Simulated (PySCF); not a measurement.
Job file and geometry (Å, from GFN2-xTB) of an NMR shielding run on SMILES FCCC(=C)[SiH2]OC, C5H11FOSi, GIAO PBE0/pcSseg-1 NMR shielding, non-relativistic, gas phase in PySCF 2.14.0, density-fitted response routines; density fitting, a coarse starting grid and PySCF grid level 2 are the driver's defaults:

```
$ OMP_NUM_THREADS=1 python probes_run.py task.json out

{"job": {"kind": "nmr", "xc": "PBE0", "basis": "pcSseg-1"}, "charge": 0, "multiplicity": 1}
C     -0.335633    -1.295709    -1.646209
C     -0.437079    -0.987683    -0.360116
C     -1.754613    -0.516574     0.197819
C     -1.679100     0.928134     0.679060
F     -1.381837     1.769340    -0.370291
Si     1.060381    -1.049980     0.808268
O      1.686187     0.422286     1.089516
C      2.109449     1.387179     0.169176
H     -1.172172    -1.229954    -2.326859
H      0.593404    -1.629915    -2.077909
H     -2.536074    -0.594853    -0.562511
H     -2.034955    -1.133377     1.054305
H     -0.888511     1.064647     1.421845
H     -2.639656     1.266752     1.081699
H      2.042369    -1.951175     0.197964
H      0.684798    -1.386624     2.175893
H      2.979692     1.034104    -0.388320
H      1.312855     1.628408    -0.537889
H      2.380692     2.284245     0.726984
```

Problem. What does the program print?

Solution. 
```
coarse grid: 16048 points
cycle   1  E = -660.9369526677  dE =  8.231e-01  |g| = 7.935e-01  |ddm| = 3.763e+00
cycle   2  E = -660.7931707299  dE =  1.438e-01  |g| = 1.205e+00  |ddm| = 1.667e+00
cycle   3  E = -661.0500402392  dE = -2.569e-01  |g| = 1.138e-01  |ddm| = 1.152e+00
cycle   4  E = -661.0522144203  dE = -2.174e-03  |g| = 5.055e-02  |ddm| = 1.301e-01
cycle   5  E = -661.0527381799  dE = -5.238e-04  |g| = 1.047e-02  |ddm| = 4.625e-02
cycle   6  E = -661.0527541720  dE = -1.599e-05  |g| = 4.259e-03  |ddm| = 9.105e-03
cycle   7  E = -661.0527579137  dE = -3.742e-06  |g| = 6.027e-04  |ddm| = 3.287e-03
final grid: 149872 points
cycle   8  E = -661.1174581532  dE = -3.860e-05  |g| = 1.136e-02  |ddm| = 2.838e-02
cycle   9  E = -661.1174371094  dE =  2.104e-05  |g| = 1.577e-02  |ddm| = 1.819e-02
cycle  10  E = -661.1174845161  dE = -4.741e-05  |g| = 1.639e-03  |ddm| = 1.104e-02
cycle  11  E = -661.1174850523  dE = -5.362e-07  |g| = 2.342e-04  |ddm| = 1.489e-03
cycle  12  E = -661.1174850613  dE = -8.999e-09  |g| = 1.092e-04  |ddm| = 2.615e-04
cycle  13  E = -661.1174850633  dE = -2.024e-09  |g| = 3.548e-05  |ddm| = 1.072e-04
cycle  14  E = -661.1174850636  dE = -2.683e-10  |g| = 1.038e-05  |ddm| = 3.449e-05
converged SCF energy = -661.1174850636

GIAO shielding tensors (ppm)
atom      isotropic    diamagn.    paramagn.     s11        s22        s33       span
  0 C       45.100     253.953    -208.852    -71.762     59.985    147.078    218.840
  1 C       34.459     265.071    -230.612    -75.068      7.475    170.970    246.038
  2 C      139.924     248.801    -108.876    131.565    134.278    153.930     22.365
  3 C      101.829     243.090    -141.261     68.215     83.944    153.328     85.113
  4 F      418.962     476.839     -57.877    379.672    425.536    451.677     72.005
  5 Si     367.846     881.457    -513.611    347.514    355.313    400.710     53.196
  6 O      323.873     397.011     -73.137    250.295    343.270    378.054    127.759
  7 C      133.816     245.025    -111.209    106.865    110.640    183.944     77.079
  8 H       25.339      31.705      -6.366     21.764     25.064     29.190      7.426
  9 H       25.836      32.181      -6.345     22.510     24.746     30.252      7.743
 10 H       28.983      31.356      -2.372     25.523     28.245     33.182      7.659
 11 H       29.224      30.644      -1.421     25.864     27.763     34.044      8.181
 12 H       26.680      31.161      -4.481     24.840     25.908     29.293      4.453
 13 H       26.826      28.252      -1.426     22.715     26.476     31.288      8.573
 14 H       26.654      30.221      -3.567     23.007     25.310     31.645      8.637
 15 H       26.685      30.353      -3.667     23.812     24.851     31.394      7.582
 16 H       28.218      29.109      -0.892     24.429     25.649     34.574     10.145
 17 H       27.907      31.871      -3.965     23.325     28.231     32.164      8.839
 18 H       27.824      28.338      -0.515     23.914     25.370     34.187     10.273
```

Problem. Turn these shieldings into chemical shifts. Referencing at the same level of theory: 13C (σ = 186.93 ppm), 29Si (σ = 349.16 ppm), 1H (σ = 31.72 ppm) against TMS; 19F (σ = 170.95 ppm) against CFCl3; 17O (σ = 336.08 ppm) against H2O.

Solution. Averaging equivalent atoms: C 1: 152.5; C 0: 141.8; C 3: 85.1; C 7: 53.1; C 2: 47.0; F 4: -248.0; Si 5: -18.7; O 6: 12.2; H 8: 6.38; H 9: 5.88; H 14/15: 5.05; H 12/13: 4.96; H 16/17/18: 3.73; H 10/11: 2.61 ppm. Unscaled 19F shifts against computed CFCl3 carry errors that often reach 10 to 50 ppm. Experimental scales use liquid or dissolved standards, which lie at an offset from isolated H2O (liquid H2O: subtract about 36 ppm).

Size and cost of the density-fitted run: 198 basis functions, 34 s wall time on 1 thread of an Arm Neoverse V2, shared host; peak memory 0.88 GiB.
